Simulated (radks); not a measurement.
Q: The lead ion Pb65+, 17 electrons, occupied as [Ne] 3s2 3p5. Method: scalar-relativistic Kohn-Sham, PBE, spin-polarised, spherical densities, finite nucleus; open shells are filled with parallel spins first (spin-orbit coupling, left out, can overturn this in heavy ions); Fermi nuclear charge, rms radius 5.5012 fm; computed with a radial shooting solver on a logarithmic mesh with Libxc functionals. Some entries of the table are withheld. Estimate them.

orbital,occ.,eigenvalue (Ry),r(max) (bohr),<1/r> (bohr^-1)
1s up,1,-6863.924,0.009847,101.3
1s down,1,-6863.617,0.009846,101.3
2s up,1,-1536.593,0.05693,24.01
2s down,1,-1536.392,0.05693,24.01
2p up,3,-1374.341,0.04734,21.09
2p down,3,-1374.045,0.04735,21.09
3s up,1,-607.0934,0.1546,9.564
3s down,1,-606.2918,0.1546,9.561
3p up,3,-559.7281,0.1529,(1)
3p down,2,-558.9280,0.1529,(2)
3d up,0,-521.2336,(3),8.194
3d down,0,-520.5657,(4),8.197
4s up,0,-319.5921,0.3097,5.009
4s down,0,-319.3010,0.3098,5.006

A: 
(1) 3p up <1/r> (bohr^-1): 8.723
(2) 3p down <1/r> (bohr^-1): 8.720
(3) 3d up r(max) (bohr): 0.1220
(4) 3d down r(max) (bohr): 0.1219
